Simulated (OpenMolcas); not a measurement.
**Sc⁺: effect of the IPEA shift**

* Program: OpenMolcas
* Basis: ANO-RCC-VTZP [6s5p3d2f1g]
* Scalar Hamiltonian: DKH2, point nucleus
* Active space: 2 electrons in 9 orbitals (RAS2 3d 4s; RAS3 4p, at most 2 electrons)
* State averaging: 2S+1 = 3 even, 15 roots; 2S+1 = 1 even, 21 roots kept (CI in the orbitals of an earlier block); 2S+1 = 3 odd, 18 roots; 2S+1 = 1 odd, 15 roots kept (CI in the orbitals of an earlier block)
* Spin-orbit coupling: state interaction with AMFI integrals over the reference wave functions, term energies averaged over their components

Methods on the same reference wave functions:
A. RASSCF
B. MS-RASPT2, IPEA 0 Eh, imaginary shift 0.1 Eh (closed shells correlated: 3s 3p)
C. MS-RASPT2, IPEA 0.25 Eh, imaginary shift 0.1 Eh (closed shells correlated: 3s 3p)

Energies in cm-1 above 3d 4s 3D1, the measured ground level; measured values from NIST Handbook of Basic Atomic Spectroscopic Data.

```
      Level      A      B      C  Measured
  3d 4s 3D1    0.0    0.0    0.0       0.0
  3d 4s 3D2   61.8   60.3   60.4      67.7
  3d 4s 3D3    158    158    158       178
  3d 4s 1D2   3521   1950   1968      2541
    3d2 3F2   5480   4790   5080      4803
    3d2 3F3   5575   4890   5180      4884
    3d2 3F4   5701   5020   5300      4988
    3d2 1D2  14353  10290  10660     10945
    4s2 1S0  14688  12150  12040     11736
    3d2 3P0  15031  11990  12790     12074
    3d2 3P1  15064  12040  12820     12102
    3d2 3P2  15140  12110  12890     12154
    3d2 1G4  18270  14890  15040     14261
3d 4p 1D* 2  21827  25710  25770     26081
3d 4p 3F* 2  23441  26970  26960     27444
3d 4p 3F* 3  23583  27110  27100     27602
3d 4p 3F* 4  23787  27310  27300     27841
3d 4p 3D* 1  23826  27530  27760     27918
3d 4p 3D* 2  23921  27630  27850     28021
3d 4p 3D* 3  24052  27760  27980     28161
3d 4p 3P* 0  26086  28870  29070     29736
3d 4p 3P* 1  26097  28870  29070     29742
3d 4p 3P* 2  26159  28940  29150     29824
3d 4p 1P* 1  27439  29890  29950     30816
```

Deviations, from unrounded energies. A percentage is the sum of absolute deviations over the sum of measured energies, with the sign that they share, or ± where signs differ.

```json
{"Against measurement": "mean absolute deviation (cm-1)", "Levels": "23", "A": "2800", "B": "400", "C": "450"}
{"Against measurement": "fine structure of the ground term (%)", "Levels": "2", "A": "-10.3", "B": "-10.9", "C": "-10.9"}
{"Against measurement": "other terms of the ground configuration (%)", "Levels": "1", "A": "+38.6", "B": "-23.3", "C": "-22.5"}
{"Against measurement": "other configurations (%)", "Levels": "20", "A": "±16.0", "B": "±2.1", "C": "±2.4"}
```

B lies closest to measurement on these levels and A furthest from it. The largest miss of B in the table is 3d 4p 1P* 1, by -920 cm-1. The ranking rests on the paired levels alone, and a cruder setting can come out closer through cancelling errors.

Between B and C the level of the table that moves most is 3d2 3P0, by 800 cm-1 (lowest in B, highest in C). Moves below CASPT2's spread within the term are not significant.

The mean deviations of B to C differ by less than CASPT2's widest spread within a term (970 cm-1), so their order carries little weight.

The lowest spin-free term lies below A's lowest term by 0.302 hartree in B, 0.298 hartree in C.

Term energies are means over components that CASPT2 splits; among the terms shown or strongly mixed into the levels shown the widest spread is 970 cm-1 (3d2 1G, C). Over all roots computed the reference weight is 0.86 to 0.94 in B, 0.88 to 0.95 in C; the roots of lowest weight are the least certain, and an intruder state may touch them. Terms from blocks run as CI alone lack orbitals of their own. A single d shell beside an s shell can misplace configurations of different d count against each other. Without dynamic correlation excited terms often stand tens of per cent too high (terms of higher spin than the ground term too low), and those without a measured partner can miss by more than the paired ones (holds for A). Some levels mix across a computed gap that differs much from the measured one, so their mixing is not that of the real levels (holds for B). Measured partners are found by configuration, term and J. A level has none where our copy of the source lacks it or the pairing is in doubt (some pairs that miss far off the trend of their configuration count as doubtful), and it then counts in no deviation. Only configurations of the active space appear. The table leaves out levels that lie high or whose names do not pair safely across all columns.

* marks odd parity.
